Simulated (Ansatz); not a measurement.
`FC[SiH](F)F` and `F[SiH](F)Br` differ in one atom or group.

Ansatz, PBE0-D4/def2-TZVP geometries, multiplicity 1. Each molecule was computed in one conformer, which needn't be the lowest.

Scalar relativity is left out up to krypton.

| property | `FC[SiH](F)F` |
| --- | --- |
| ideal-gas entropy at 298 K and 1 bar (rigid rotor, harmonic PBE0-D4/def2-TZVP) / J/(mol·K) | 330 |
| size of the dipole moment (B3LYP/def2-TZVPP) / D | 1.40 |
| zero-point energy (PBE0-D4/def2-TZVP) / kJ/mol | 117.6 |
| size of the dipole moment (PBE/def2-TZVPP) / D | 1.32 |
| size of the dipole moment (ωB97M-V/def2-TZVPP) / D | 1.39 |
| HOMO–LUMO gap (B3LYP/def2-TZVPP) / eV | 8.75 |

Question: Give the same properties after the change, and the shifts. (An estimate is asked.)

Answer: The calculation gave: 
```csv
property,`F[SiH](F)Br`,shift
"ideal-gas entropy at 298 K and 1 bar (rigid rotor, harmonic PBE0-D4/def2-TZVP) / J/(mol·K)",311,-19
size of the dipole moment (B3LYP/def2-TZVPP) / D,1.17,-0.23
zero-point energy (PBE0-D4/def2-TZVP) / kJ/mol,42.5,-75.1
size of the dipole moment (PBE/def2-TZVPP) / D,1.06,-0.26
size of the dipole moment (ωB97M-V/def2-TZVPP) / D,1.14,-0.25
HOMO–LUMO gap (B3LYP/def2-TZVPP) / eV,9.01,0.26
```

With PBE0 the HOMO falls by 0.12 eV and the LUMO rises by 0.23 eV, so the gap widens by about 0.35 eV. PBE moves the HOMO by -0.39 eV and ωB97M-V by -0.04 eV. The zero-point energy changes by -75.1 kJ/mol with -9 modes. Dipoles are sizes alone; their direction can turn.

B3LYP here is the variant with VWN-RPA as its local correlation; programs differ in this.

Spin–orbit coupling is left out; it splits and shifts lone-pair levels of the heavy atoms by tenths of an eV.
